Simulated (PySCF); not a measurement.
Isomers of C2H6Si. Isolated molecules, 0 K electronic values unless said otherwise. Strings in code marks are SMILES.

All values below come from ωB97X-D3(BJ)/def2-TZVP // PBE0-D3(BJ)/def2-TZVP (PySCF). Excitations are Tamm–Dancoff values on a coarser integration grid. The basis has no diffuse functions, so Rydberg states are missing or too high.

| species | S1 oscillator strength | T1 excitation (TDA) (eV) | HOMO–LUMO gap (eV) | S1 excitation (TDA) (eV) |
|---|---|---|---|---|
| `CC=[SiH2]` | (withheld) | 2.63 | 9.31 | 5.33 |
| `C=[SiH]C` | 0.368 | 3.10 | 9.87 | (withheld) |
| `C=C[SiH3]` | 0.002 | 4.44 | (withheld) | 7.01 |
| `C1C[SiH2]1` | 0.276 | 5.33 | (withheld) | 6.87 |

Complete the blanks.


- `CC=[SiH2]`, S1 oscillator strength: 0.434
- `C=[SiH]C`, S1 excitation (TDA) (eV): 5.74
- `C=C[SiH3]`, HOMO–LUMO gap (eV): 12.15
- `C1C[SiH2]1`, HOMO–LUMO gap (eV): 11.47
